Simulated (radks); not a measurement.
All-electron atom: Tb3+ in [Xe] 4f7.5 6s0.5 (fractional occupations, a model configuration).

Calculated with a radial shooting solver on a logarithmic mesh with Libxc functionals: scalar-relativistic Kohn-Sham, r2SCAN, spin-polarised, spherical densities, finite nucleus; open shells are filled with parallel spins first (spin-orbit coupling, left out, can overturn this in heavy ions); meta-GGA in the generalised Kohn-Sham scheme; Fermi nuclear charge, rms radius 5.06 fm.

Energy parts (eV):
part                      energy
total                 -318586.50
kinetic                342872.42
electron-nucleus      -776278.81
Hartree                121772.40
exchange-correlation    -6952.51

Orbitals (lengths in bohr, moments of r in powers of bohr):
orbital  occ.  eigenvalue (eV)   <1/r>
1s up       1        -51965.77   73.09
1s down     1        -51965.75   73.09
2s up       1        -8667.549   16.99
2s down     1        -8667.551   16.99
2p up       3        -7702.680   15.80
2p down     3        -7702.665   15.80
3s up       1        -1962.314   6.249
3s down     1        -1958.906   6.257
3p up       3        -1663.218   5.859
3p down     3        -1659.806   5.867
3d up       5        -1273.007   5.549
3d down     5        -1270.363   5.557
4s up       1        -426.4032   2.627
4s down     1        -418.5884   2.626
4p up       3        -327.2265   2.416
4p down     3        -319.4114   2.414
4d up       5        -190.4977   2.134
4d down     5        -182.6620   2.129
4f up       7         -41.8158   1.619
4f down   0.5         -34.6207   1.576
5s up       1         -82.8326   1.039
5s down     1         -79.3103   1.008
5p up       3         -57.6276  0.8930
5p down     3         -55.1224  0.8663
6s up     0.5         -24.2071  0.4175

The highest occupied level is 6s up at -24.207 eV. Spin moment in Bohr magnetons: 7.
